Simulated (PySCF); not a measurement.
Isomers of C6H12FN. Theory: PySCF, PBE0-D3(BJ)/def2-SVP geometry optimisation, gas phase. One conformer each; no zero-point energy, no entropy. No frequencies were run at this level. Point groups hold within 0.08 Å.

Question: Order them by energy at this level, lowest first, and give relative energies in kcal/mol.
A. `[CH2:1]=[N:2][C@:3]([CH3:4])([CH2:5][CH3:6])[CH2:7][F:8]` with C1–N2–C3–C4 152°, N2–C3–C5–C6 63°, N2–C3–C7–F8 69°
B. `[CH3:1][C@@H:2]1[CH2:3][N:4]([CH3:5])[CH2:6][C@H:7]1[F:8]` with C1–C2–C3–N4 -76°, C2–C3–N4–C5 -173°, C3–N4–C6–C7 18°, N4–C6–C7–F8 -106°

Answer: B (0.0), A (16.1).

As drawn, the higher has a C=N bond, which the lower lacks.

```csv
SMILES,E (Eh),E rel (kcal/mol),dipole (D),point group,"A, B, C (MHz)"
C[C@@H]1CN(C)C[C@H]1F,-389.73587,0.0,1.23,C1,"2638, 1875, 1386"
C=N[C@](C)(CC)CF,-389.71014,16.1,1.33,C1,"2328, 1678, 1537"
```
